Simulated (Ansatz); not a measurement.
Input file for Ansatz (a program for electronic structure): U-CCSD(T)/def2-SVP on CdH2Se (SMILES [SeH][CdH]), a point of a bond scan (R = 1.673 Å). Elements past Kr take the def2 small-core potentials; no spin–orbit coupling. The run froze 18 orbitals, filled d shells among them.

Ansatz 0.2 input:
```yaml
crystal:
  periodic: [false, false, false]
  atoms:
    - {symbol: Cd, position_ang: [-0.57782857, -0.43492185, -0.71648612]}
    - {symbol: H, position_ang: [-1.52689535, -1.15540024, -1.89055280]}
    - {symbol: Se, position_ang: [0.83268525, 0.66552990, 1.01516222]}
    - {symbol: H, position_ang: [0.95136823, -0.59636766, 1.76637103]}
basis:
  gaussian:
    orbitals: def2-SVP
correlation: {method: ccsd_t, electrons: outside_noble_gas}
scf: {omitted_lower_state_checks: [cluster_reference]}
magnetization: {spin_polarized: true, initial_magnetization: 0}
```

It printed:

```
WARN ansatz: RAYON_NUM_THREADS=1 ignored (pool sized by the plan → 1); use --threads N
Functional definition: HF
these checks for a lower state are left out or cut short: cluster_reference
integrals: 0.09 GiB planned
739 factors; integrals over basis functions are off by at most 1.0e-3 eV
mean field: 0.35 GiB planned
mean field evaluation 1: about -69865.6510 eV, gradient 1.0e1 eV
mean field evaluation 2: about -69865.8064 eV, gradient 1.0e1 eV
mean field evaluation 4: about -69866.7778 eV, gradient 1.3e0 eV
mean field evaluation 8: about -69866.7943 eV, gradient 5.8e-5 eV
mean field -69866.79432938 eV, -2567.5573341906 hartree, gradient 1.3e-6 eV, S^2 0.000000; 0 other end points of the search recorded, 0 dependent functions left out
18 core orbitals not correlated
reference -69866.79432938 eV, -2567.5573341906 hartree; 10, 10 occupied and 45, 45 virtual orbitals, 739 factors
second order -11.16419437 eV of doubles, -0.00000000 eV of singles
coupled cluster: 0.22 GiB planned
cycle   1  -11.18125239 eV  change   -1.7e-2 eV  update   7.4e-2
cycle   2  -11.42300003 eV  change   -2.4e-1 eV  update   2.4e-2
cycle   3  -11.46465471 eV  change   -4.2e-2 eV  update   1.2e-2
cycle   4  -11.45755103 eV  change    7.1e-3 eV  update   3.4e-3
cycle   5  -11.45710739 eV  change    4.4e-4 eV  update   1.2e-3
cycle   6  -11.45714990 eV  change   -4.3e-5 eV  update   3.2e-4
cycle   7  -11.45705100 eV  change    9.9e-5 eV  update   7.9e-5
cycle   8  -11.45707889 eV  change   -2.8e-5 eV  update   2.2e-5
cycle   9  -11.45708664 eV  change   -7.8e-6 eV  update   6.2e-6
perturbative correction -0.26395614 eV, -0.0097002093 hartree
Total energy: -69878.51537217 eV, -2567.9880745682 hartree
Checks for a lower state left out: cluster_reference
```

The calculation finished and met its thresholds.

Cost: around 7 core-seconds (rough).
